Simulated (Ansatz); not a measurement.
A run for Ansatz (a first-principles code): R-B3LYP-D3(BJ)/def2-TZVP on H2O (SMILES O).

Ansatz 0.2 input:
```yaml
crystal:
  periodic: [false, false, false]
  atoms:
    - {symbol: O, position_ang: [0.00000000, -0.00000000, 0.39750000]}
    - {symbol: H, position_ang: [0.00000000, 0.76320000, -0.19880000]}
    - {symbol: H, position_ang: [0.00000000, -0.76320000, -0.19880000]}
basis:
  gaussian:
    orbitals: def2-TZVP
hamiltonian:
  xc: b3lyp
  dispersion: d3bj
relax: {f_tol: 0.004, max_steps: 120}
scf: {lower_state_search: off}
```

Program output:

```
WARN ansatz: RAYON_NUM_THREADS=4 ignored (pool sized by the plan → 4); use --threads N
Functional definition: B3LYP
these checks for a lower state are left out or cut short: stability, starts, cluster_reference, orbital_swaps, neighbouring_geometries, increment
integrals: 0.00 GiB planned
239 factors; their error is unknown
mean field: 0.08 GiB planned
mean field evaluation 1: about -2076.1204 eV, gradient 5.4e1 eV
mean field evaluation 2: about -2068.0811 eV, gradient 8.6e1 eV
mean field evaluation 4: about -2080.6596 eV, gradient 2.5e-1 eV
mean field evaluation 8: about -2080.6617 eV, gradient 2.7e-3 eV
mean field -2080.66171611 eV, -76.4629077438 hartree, gradient 4.3e-6 eV, S^2 0.000000; 0 other end points of the search recorded, 0 dependent functions left out
the calculation of the forces begins
reference -2080.66185361 eV, -76.4629127968 hartree; 5, 5 occupied and 38, 38 virtual orbitals, 239 factors
relax step   1: F+E_penalty+E_count = -2080.67733270 eV  Δ(F+E_penalty+E_count) = +0.000e0 eV  max|allowed force component| = 4.367e-1 eV/Å  Δτ_max = 0.0000 Å  (13 SCF iters, accepted)
these checks for a lower state are left out or cut short: stability, starts, cluster_reference, orbital_swaps, neighbouring_geometries, increment
integrals: 0.00 GiB planned
239 factors; their error is unknown
mean field: 0.08 GiB planned
mean field evaluation 16: about -2080.6610 eV, gradient 4.9e-1 eV
mean field -2080.66350872 eV, -76.4629736209 hartree, gradient 1.2e-6 eV, S^2 0.000000; 0 other end points of the search recorded, 0 dependent functions left out
the calculation of the forces begins
reference -2080.66364556 eV, -76.4629786498 hartree; 5, 5 occupied and 38, 38 virtual orbitals, 239 factors
relax step   2: F+E_penalty+E_count = -2080.67912459 eV  Δ(F+E_penalty+E_count) = -1.792e-3 eV  max|allowed force component| = 1.820e-1 eV/Å  Δτ_max = 0.0036 Å  (19 SCF iters, accepted)
these checks for a lower state are left out or cut short: stability, starts, cluster_reference, orbital_swaps, neighbouring_geometries, increment
integrals: 0.00 GiB planned
239 factors; their error is unknown
mean field: 0.08 GiB planned
mean field -2080.66401127 eV, -76.4629920894 hartree, gradient 1.2e-6 eV, S^2 0.000000; 0 other end points of the search recorded, 0 dependent functions left out
the calculation of the forces begins
reference -2080.66414765 eV, -76.4629971012 hartree; 5, 5 occupied and 38, 38 virtual orbitals, 239 factors
relax step   3: F+E_penalty+E_count = -2080.67962618 eV  Δ(F+E_penalty+E_count) = -5.016e-4 eV  max|allowed force component| = 1.540e-2 eV/Å  Δτ_max = 0.0037 Å  (19 SCF iters, accepted)
these checks for a lower state are left out or cut short: stability, starts, cluster_reference, orbital_swaps, neighbouring_geometries, increment
integrals: 0.00 GiB planned
239 factors; their error is unknown
mean field: 0.08 GiB planned
mean field evaluation 32: about -2080.6618 eV, gradient 2.6e-1 eV
mean field -2080.66402695 eV, -76.4629926657 hartree, gradient 1.2e-6 eV, S^2 0.000000; 0 other end points of the search recorded, 0 dependent functions left out
the calculation of the forces begins
reference -2080.66416331 eV, -76.4629976769 hartree; 5, 5 occupied and 38, 38 virtual orbitals, 239 factors
relax step   4: F+E_penalty+E_count = -2080.67964164 eV  Δ(F+E_penalty+E_count) = -1.546e-5 eV  max|allowed force component| = 4.637e-4 eV/Å  Δτ_max = 0.0009 Å  (19 SCF iters, accepted)
Total energy: -2080.67977800 eV, -76.4635715061 hartree
Atom 0 at    -0.000000     0.000000     0.389611 Å, force    -0.000000     0.000000    -0.000141 eV/Å
Atom 1 at     0.000000     0.764986    -0.194856 Å, force     0.000000     0.000464     0.000070 eV/Å
Atom 2 at     0.000000    -0.764986    -0.194856 Å, force    -0.000000    -0.000464     0.000070 eV/Å
Dipole moment:    -0.000000    -0.000000    -0.429653 e Å
Checks for a lower state left out: stability, starts, cluster_reference, orbital_swaps, neighbouring_geometries, increment
```

The run converged.

Cost: about 1.8 core-seconds (a rough figure).
